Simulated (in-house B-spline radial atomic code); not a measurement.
Values are calculated unless marked as measured or tabulated.
Correlation energy from the adiabatic connection: −Z/r, Z = 6.96, wall at 0.653 bohr

Two electrons in a singlet, external potential −Z/r, Z = 6.96, wall at 0.653 bohr (atomic units). Full CI in B-splines (partial waves to l = 8, correlation up to 0.6 % small) with the density held fixed gives W(λ) = <V_ee>_λ − U, and E_c is the integral of W(λ) − W(0) from 0 to 1.

```json
{"λ": "0", "W(λ) − W(0) (hartree)": "0.00000"}
{"λ": "0.02", "W(λ) − W(0) (hartree)": "-0.00185"}
{"λ": "0.05", "W(λ) − W(0) (hartree)": "-0.00461"}
{"λ": "0.12", "W(λ) − W(0) (hartree)": "-0.01103"}
{"λ": "0.25", "W(λ) − W(0) (hartree)": "-0.02283"}
{"λ": "0.4", "W(λ) − W(0) (hartree)": "-0.03624"}
{"λ": "0.6", "W(λ) − W(0) (hartree)": "-0.05381"}
{"λ": "0.8", "W(λ) − W(0) (hartree)": "-0.07102"}
{"λ": "1", "W(λ) − W(0) (hartree)": "-0.08788"}
```

Problem. Integrate the table by the trapezoid rule.

Solution. The strips give -0.00002, -0.00010, -0.00055, -0.00220, -0.00443, -0.00900, -0.01248, -0.01589, which sum to -0.04467 hartree. The direct value, W(1) − W(0) + T_c with T_c = 0.04319, is -0.04469; the curve is convex, so chords lie above it and the trapezoids fall short in size by 0.05 %.

Problem. Now use only three numbers: W(0) = -4.4186, the initial slope W'(0) = -0.09253 (extrapolated from the first points) and the strong-coupling limit of the point-charge-plus-continuum model, W∞ = -5.943. What do second-order theory and the interpolation W(λ) = W∞ + (W(0) − W∞)/√(1 + 2χλ) of Seidl, Perdew and Levy give?

Solution. Second order keeps the slope alone: E_c = W'(0)/2 = -0.04627, +4 % in size against -0.04469. Matching the slope fixes χ = W'(0)/(W∞ − W(0)) = -0.09253/(-1.52440) = 0.06070. Integrating, with s = √(1 + 2χ) = 1.058961, E_c = −(W(0) − W∞)(s − 1)/(s + 1) = −1.52440 × 0.058961/2.058961 = -0.04365 hartree, -2.3 % in size against the full result. At λ = 1 the formula gives W − W(0) = -0.08488 against -0.08788. Part of the miss can come from the model's W∞.
